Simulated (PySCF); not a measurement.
**Basis-set dependence of CBr at PBE0**

PySCF, UKS reference; doublet, unpaired electrons π ↑; De to C + Br without counterpoise correction.

| basis | relativity | functions | Re (Å) | ωe (cm⁻¹) | De (eV) | μ (D) |
| --- | --- | --- | --- | --- | --- | --- |
| def2-SVP | no relativity | 46 | 1.816 | 753 | 3.69 | 1.64 |
| cc-pVTZ/cc-pVTZ-PP | scalar-relativistic core potentials | 69 | 1.818 | 742 | 3.70 | 1.53 |
| def2-TZVPP | no relativity | 79 | 1.815 | 745 | 3.73 | 1.52 |
| def2-TZVPPD | no relativity | 94 | 1.815 | 745 | 3.74 | 1.50 |

(1) How does each smaller set differ from the one with most functions, def2-TZVPPD?

A positive dipole means C(−)Br(+). Spin–orbit coupling is left out. The state is the lowest determinant that a PBE0 search found; another state may lie lower at other levels.

Answers

(1) def2-SVP: +0.1 pm, +1.1 % in ωe, -0.05 eV in De; cc-pVTZ/cc-pVTZ-PP: +0.3 pm, -0.4 % in ωe, -0.04 eV in De; def2-TZVPP: +0.0 pm, +0.0 % in ωe, -0.01 eV in De. All at PBE0; the set with most functions is neither the basis-set limit nor always the best. The rows treat relativity differently, so the differences are not basis effects alone.
